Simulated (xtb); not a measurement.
C₄H₁₁Ge, doublet, from a rough starting geometry; GFN2-xTB (xtb 6.7.1).

Input for xtb:
```
$ xtb mol.xyz --gfn 2 --uhf 1 --opt vtight --json

# file mol.xyz
16

C     -1.89248877    -0.82845526    -0.70826238
C     -0.59829571    -0.03696837    -0.52462913
C     -0.91276558     1.29262431     0.15867782
C      0.40887794    -0.87362154     0.24135708
Ge     2.17485020     0.01927165     0.41905644
H     -2.69277742    -0.72921984     0.02671565
H     -1.85754141    -1.75772789    -1.33424111
H     -0.18557246     0.13411989    -1.53511321
H     -1.62818326     1.90203104    -0.43885320
H     -1.37839859     1.06331547     1.16237137
H      0.00487754     1.85493983     0.27227642
H      0.01272400    -1.09196127     1.25244053
H      0.53177678    -1.84820022    -0.24622854
H      2.23884305     1.04488055     1.56831435
H      3.25144706    -0.96445040     0.60534308
H      2.52347703     0.69410068    -0.88042275
```

Question: What does xtb print? Leave out banner, timings and long lists.

Answer: 
```
   ID    Z sym.   atoms
    1    6 C      1-4
    2   32 Ge     5
    3    1 H      6-16

           -------------------------------------------------
          |                Calculation Setup                |
           -------------------------------------------------

           -------------------------------------------------
          |                 G F N 2 - x T B                 |
           -------------------------------------------------

          ...................................................
          :                      SETUP                      :
          :.................................................:
          :  # basis functions                  37          :
          :  # atomic orbitals                  36          :
          :  # shells                           22          :
          :  # electrons                        31          :
          :  max. iterations                   250          :
          :  Hamiltonian                  GFN2-xTB          :
          :  restarted?                      false          :
          :  GBSA solvation                  false          :
          :  PC potential                    false          :
          :  electronic temp.          300.0000000     K    :
          :  accuracy                    1.0000000          :
          :  -> integral cutoff          0.2500000E+02      :
          :  -> integral neglect         0.1000000E-07      :
          :  -> SCF convergence          0.1000000E-05 Eh   :
          :  -> wf. convergence          0.1000000E-03 e    :
          :  Broyden damping             0.4000000          :
          :  net charge                          0          :
          :  unpaired electrons                  1          :
          ...................................................

 iter      E             dE          RMSdq      gap      omega  full diag
   1    -16.1079871 -0.161080E+02  0.302E+00    3.97       0.0  T
   2    -16.1497641 -0.417770E-01  0.467E+00    5.69       1.0  T
   3    -16.1730402 -0.232760E-01  0.318E+00    5.42       1.0  T
   4    -16.1700609  0.297933E-02  0.176E+00    5.68       1.0  T
   5    -16.1790286 -0.896777E-02  0.152E-01    5.25       1.0  T
   6    -16.1790616 -0.330102E-04  0.883E-02    5.29       1.0  T
   7    -16.1790646 -0.296674E-05  0.107E-02    5.28       2.3  T
   8    -16.1790650 -0.401482E-06  0.388E-03    5.28       6.4  T
   9    -16.1790650 -0.822092E-08  0.140E-03    5.28      17.8  T
[...]
 * total energy  :   -15.9995122 Eh     change       -0.1013029E-03 Eh
 * total energy  :   -15.9995339 Eh     change       -0.2168349E-04 Eh
 * total energy  :   -15.9995483 Eh     change       -0.1443721E-04 Eh
 * total energy  :   -15.9995600 Eh     change       -0.1170503E-04 Eh
 * total energy  :   -15.9995723 Eh     change       -0.1228182E-04 Eh
 * total energy  :   -15.9995768 Eh     change       -0.4443946E-05 Eh
 * total energy  :   -15.9995793 Eh     change       -0.2499417E-05 Eh
 * total energy  :   -15.9995816 Eh     change       -0.2333729E-05 Eh
 * total energy  :   -15.9995832 Eh     change       -0.1547689E-05 Eh
 * total energy  :   -15.9995836 Eh     change       -0.4276958E-06 Eh
 * total energy  :   -15.9995837 Eh     change       -0.1390718E-06 Eh
 * total energy  :   -15.9995838 Eh     change       -0.8557005E-07 Eh
   *** GEOMETRY OPTIMIZATION CONVERGED AFTER 15 ITERATIONS ***
         :: total energy             -15.999583804965 Eh    ::
[...]
 Mol. C8AA /au·bohr⁸  :      85616.687398
 Mol. α(0) /au        :         81.087641

Wiberg/Mayer (AO) data.
largest (>0.10) Wiberg bond orders for each atom

 ---------------------------------------------------------------------------
     #   Z sym  total        # sym  WBO       # sym  WBO       # sym  WBO
 ---------------------------------------------------------------------------
     1   6 C    3.204 --     2 C    1.090     7 H    0.985     6 H    0.984
     2   6 C    3.996 --     1 C    1.090     3 C    1.007     8 H    0.950
                             4 C    0.942
     3   6 C    3.997 --     2 C    1.007     9 H    0.986    10 H    0.985
                            11 H    0.970
     4   6 C    3.982 --    12 H    0.966    13 H    0.966     2 C    0.942
                             5 Ge   0.886
     5  32 Ge   3.595 --     4 C    0.886    16 H    0.868    14 H    0.866
                            15 H    0.865
     6   1 H    0.999 --     1 C    0.984
     7   1 H    0.999 --     1 C    0.985
     8   1 H    0.998 --     2 C    0.950
     9   1 H    0.998 --     3 C    0.986
    10   1 H    0.998 --     3 C    0.985
    11   1 H    0.998 --     3 C    0.970
    12   1 H    0.999 --     4 C    0.966
    13   1 H    0.999 --     4 C    0.966
    14   1 H    0.999 --     5 Ge   0.866
    15   1 H    0.994 --     5 Ge   0.865
    16   1 H    0.999 --     5 Ge   0.868
 ---------------------------------------------------------------------------

Topologies differ in total number of bonds
Writing topology from bond orders to xtbtopo.mol

molecular dipole:
                 x           y           z       tot (Debye)
 q only:        0.036       0.103       0.054
   full:       -0.231      -0.122       0.047       0.675
molecular quadrupole (traceless):
                xx          xy          yy          xz          yz          zz
 q only:       -1.024      -0.587       0.732      -0.500      -0.040       0.292
  q+dip:       -3.659      -1.145       1.747      -2.057       0.069       1.911
   full:       -3.215      -0.977       1.732      -1.563      -0.138       1.484

optimized geometry written to: xtbopt.xyz

           -------------------------------------------------
          | TOTAL ENERGY              -15.999583804965 Eh   |
          | GRADIENT NORM               0.000047563538 Eh/α |
          | HOMO-LUMO GAP               5.356729975662 eV   |
           -------------------------------------------------

normal termination of xtb
```
